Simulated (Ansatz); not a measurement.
Two isomers of CH6ClNSi: A = `N[SiH2]CCl`, B = `NC[SiH2]Cl`.

Calculated with Ansatz (gas phase, PBE0-D4/def2-TZVP geometries, no zero-point term in ΔE). CCSD(T)/CBS is the MP2 limit (def2-TZVPP, def2-QZVPP) plus CCSD(T) − MP2 in def2-TZVPP, frozen cores. Functionals use def2-TZVPP. B3LYP here is the variant with VWN-RPA as its local correlation; programs differ in this. One conformer a species, not always the lowest.

A:

Z-matrix (Å, degrees):
```
Si
C 1 1.888
N 1 1.711 2 115.1
H 1 1.488 2 107.2 3 -119.6
H 1 1.484 2 106.4 3 121.2
Cl 2 1.790 1 108.7 3 -57.7
H 2 1.092 1 112.3 3 -176.3
H 2 1.091 1 112.6 3 60.9
H 3 1.007 1 120.0 2 64.3
H 3 1.007 1 120.4 2 -81.1
```

B:

```xyz
10

N    -0.266    0.049    1.486
C    -0.586    0.450    0.125
Si    0.382   -0.576   -1.103
Cl    2.395   -0.335   -0.702
H    -0.783    0.597    2.162
H     0.718    0.184    1.679
H    -0.435    1.518   -0.101
H    -1.644    0.238   -0.075
H     0.142   -0.104   -2.489
H     0.078   -2.020   -0.982
```

Q: Which isomer does CCSD(T)/CBS put lower? Give the gap. (Estimate.)

A: Ansatz gave: B, by 7.1 kcal/mol.

Q: Give E(B) − E(A) in kcal/mol with ωB97M-V, B2PLYP, MP2/def2-TZVPP, PBE-D4, B3LYP, HF/def2-TZVPP, B3LYP-D4. (Best estimate.)

A: The calculation gave: ωB97M-V -7.6, B2PLYP -7.1, MP2/def2-TZVPP -7.3, PBE-D4 -8.0, B3LYP -7.2, HF/def2-TZVPP -7.7, B3LYP-D4 -7.2. None reverses the order clearly.

Q: Does the order hold for the free energy at 298.15 K (harmonic terms from PBE0-D4)? (An estimate is asked.)

A: Computed: Yes: G(B) − G(A) = -5.4 kcal/mol, for one conformer each.

Largest T1 diagnostic: 0.010.

Leaving LDA and LC-ωPBE aside and taking each functional with its dispersion term where it has one, the values, not all of them listed here, spread over 1.5 kcal/mol, from PBE0-D4 to BLYP-D4. At CCSD(T), def2-SVP lies −4.4 kcal/mol from the extrapolated value and def2-TZVPP −0.2 kcal/mol.
